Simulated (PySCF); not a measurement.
Level sweep

As₂.
SMILES: `[As]#[As]`

PySCF, dipoles from the SCF density, polarisabilities from static response with core orbitals frozen. Geometry: PBE0-D3(BJ)/def2-SVP; no solvent, vibrations or thermal averaging. The LDA/def2-SVPD calculation is non-relativistic and has no spin–orbit coupling, an omission that weighs most on arsenic.

Task: How do dipole and polarisability depend on functional and basis here?

Result: 

```csv
level,α (Å³),anisotropy (Å³)
LDA/def2-SVPD,8.64,6.14
PBE/def2-SVPD,8.72,6.14
B3LYP/def2-SVPD,8.66,6.19
PBE0/def2-SVPD,8.71,6.02
BHandHLYP/def2-SVPD,8.65,6.12
CAM-B3LYP/def2-SVPD,8.59,6.14
wB97X-D/def2-SVPD,8.81,6.17
LC-wPBE/def2-SVPD,8.63,5.93
HF/def2-SVPD,8.86,6.17
PBE0/6-31G*,7.09,8.19
PBE0/def2-SVP,6.84,7.24
PBE0/aug-cc-pVDZ,9.06,6.04
PBE0/def2-TZVP,7.81,6.75
PBE0/def2-TZVPD,9.00,6.00
PBE0/aug-cc-pVTZ,9.29,5.87
```

The anisotropy is √(½[(α1 − α2)² + (α2 − α3)² + (α3 − α1)²]). No reference polarisability is at hand; against PBE0 in the largest diffuse basis at hand (aug-cc-pVTZ) the other PBE0 rows deviate by 6-31G* -24%, def2-SVP -26%, aug-cc-pVDZ -3%, def2-SVPD -6%, def2-TZVP -16%, def2-TZVPD -3%. The dipole stays under 0.05 D at every level. In one basis (def2-SVPD) the functionals order the polarisability from CAM-B3LYP (lowest) to HF (highest), a spread of 3%. With PBE0 the polarisability is 7.25 Å³ without diffuse functions (mean of 6-31G*, def2-SVP and def2-TZVP) and 9.02 Å³ with them (mean of aug-cc-pVDZ, def2-SVPD, def2-TZVPD and aug-cc-pVTZ).
